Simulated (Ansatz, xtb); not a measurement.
BClH3Sn: which of two structures lies lower

We compare X, a doublet given by its coordinates, with Y, a doublet given by its coordinates. Both are isolated molecules in the gas phase, relaxed with B3LYP-D3(BJ)/def2-SVP.

X (Å):

```yaml
atoms:
  - { symbol: B, position_ang: [-1.5742, -0.1562, -0.1115] }
  - { symbol: Cl, position_ang: [-0.2766, 0.4391, 1.0950] }
  - { symbol: Sn, position_ang: [0.1225, 1.0374, -1.6059] }
  - { symbol: H, position_ang: [1.4072, -0.2050, -1.6378] }
  - { symbol: H, position_ang: [-1.4553, -1.3016, -0.4513] }
  - { symbol: H, position_ang: [-2.5838, 0.4896, -0.1232] }
```

Close contacts (Å): B1–Cl2 1.87, B1–Sn3 2.56, Cl2–Sn3 2.80, B1–H5 1.20, B1–H6 1.20, Sn3–H4 1.79.

Y (Å):

```xyz
6

B    -0.9687   -0.2604   -0.6263
Cl    2.5318   -0.2497    0.7623
Sn    0.2795    0.3844    1.2987
H    -2.0603    0.2393   -0.5049
H    -0.7701   -1.3064    0.0180
H    -0.2394   -0.0582   -1.5653
```

Close contacts (Å): B1–Sn3 2.38, Cl2–Sn3 2.40, B1–H4 1.21, B1–H5 1.24, B1–H6 1.21, Sn3–H5 2.37.

**Question.** Estimate E(Y) − E(X) at the level CCSD(T)/def2-SVP + ΔMP2/def2-TZVPP.

**Answer.** Calculated at CCSD(T)/def2-SVP + ΔMP2/def2-TZVPP: E(Y) − E(X) = −0.619 eV, so structure Y lies lower.

How the difference moves with the method:

```
                             level               geometry  E(Y) − E(X) (eV)  departure from the last row (eV)  job, with rough time for the two
                          GFN2-xTB               GFN2-xTB              −0.534                            +0.085              optimisation, 0.58 s
                         HF/STO-3G               GFN2-xTB              −1.365                            −0.746               single point, 5.3 s
                r2SCAN-D4/def2-SVP               GFN2-xTB              −0.631                            −0.013                single point, 13 s
             B3LYP-D3(BJ)/def2-SVP  B3LYP-D3(BJ)/def2-SVP              −0.580                            +0.039             optimisation, 3.6 min
                       HF/def2-SVP  B3LYP-D3(BJ)/def2-SVP              −0.543                            +0.075           part of the CCSD(T) run
                      MP2/def2-SVP  B3LYP-D3(BJ)/def2-SVP              −0.485                            +0.134           part of the CCSD(T) run
                  CCSD(T)/def2-SVP  B3LYP-D3(BJ)/def2-SVP              −0.464                            +0.154                      single point
CCSD(T)/def2-SVP + ΔMP2/def2-TZVPP  B3LYP-D3(BJ)/def2-SVP              −0.619                                               single point, 1.8 min
```

None of the levels shown reverses the order. The largest departure from CCSD(T)/def2-SVP + ΔMP2/def2-TZVPP is that of HF/STO-3G, 0.746 eV. The last row adds to CCSD(T) the change of the MP2 difference between the two basis sets, here −0.154 eV, a large step that makes the value less sure.

With harmonic frequencies from B3LYP-D3(BJ)/def2-SVP (ideal gas, rigid rotor, one conformer each, 298.15 K, 1 atm): on the last row, ΔE + ΔZPE = −0.590, ΔH = −0.582, ΔG = −0.604 eV.

Open shells are spin-unrestricted. The correlated steps freeze 10 core orbitals; the filled d shell of Sn is correlated, in a basis made for valence electrons. Atoms past krypton carry core potentials in the def2 sets, other sets are all-electron and non-relativistic, and no spin–orbit term is included. Codes used: Ansatz 0.2.0, xtb 6.7.1; the last row on 1 thread of AMD EPYC (Zen 3) on a shared host.
